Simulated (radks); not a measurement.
Values are calculated unless marked as measured or tabulated.
Trend from Co3+ to Ir3+: ionisation energy by Delta-SCF between NIST ground configurations, and size. Level of theory: scalar-relativistic Kohn-Sham, PBE, spin-polarised, spherical densities, point nucleus; open shells are filled with parallel spins first (spin-orbit coupling, left out, can overturn this in heavy ions) (a radial shooting solver on a logarithmic mesh with Libxc functionals).

species  configuration  IE (eV)  NIST (eV)       kind  -e(HOMO) (eV)  outermost  <r> outermost (bohr)  r at 0.001 e/bohr^3 (bohr)
Co3+          [Ar] 3d6   51.988       51.3  semi-emp.    42.404 (3d)         3d                 0.960                        2.70
Rh3+          [Kr] 4d6   44.596         42     theory    37.569 (4d)         4d                  1.38                        3.17
Ir3+     [Xe] 4f14 5d6   41.393         40     theory    35.073 (5d)         5d                  1.55                        3.36

Reference values: NIST Atomic Spectra Database (exp. = measured, semi-emp. = semi-empirical, theory = theoretical value adopted there). Open shells are spherical and high-spin; term and fine-structure splittings are not resolved. Spin-orbit splitting is averaged out at the scalar-relativistic level.
